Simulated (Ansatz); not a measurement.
CCl₄, charge +1, doublet, at a GFN2-xTB geometry (a state made from the parent by changing its charge; the spin is typed, not shown lowest). Base run: B3LYP/STO-3G run with Ansatz (a program for electronic structure).

Geometry (Å):
```xyz
5

Cl     1.3664    -1.1473    -0.0826
C      0.0000     0.0000     0.0000
Cl     0.6236     1.6730    -0.0477
Cl    -1.0885    -0.2695    -1.3902
Cl    -0.9015    -0.2562     1.5205
```
Charge +1, spin multiplicity 2.
Orbitals are unrestricted.
All else is at Ansatz's defaults.

Each row names what was changed in the base input (with any setting that the change needs).

```tsv
change	E (Eh)	SCF-reference <S^2>	core-seconds (rough)
base	-1857.94260	0.751	20
functional = SVWN5	-1851.56010	0.750	8
functional = wB97M-V	-1858.16017	0.751	30
functional = blyp; dispersion = d4	-1857.78736	0.750	20
functional = PBE0-DH	-1857.31150	0.751	10
functional = hf	-1855.27121	0.755	6
functional = revpbe	-1857.65186	0.750	20
functional = B2PLYP	-1857.25285	0.751	20
functional = blyp	-1857.76991	0.750	20
functional = wB97X-V	-1857.75996	0.751	30
functional = lc_wpbe	-1857.36350	0.751	20
functional = cam_b3lyp	-1857.87650	0.751	10
functional = b3lyp; dispersion = d3bjatm	-1857.95740	0.751	20
```

Total energies compare only within one method and basis.
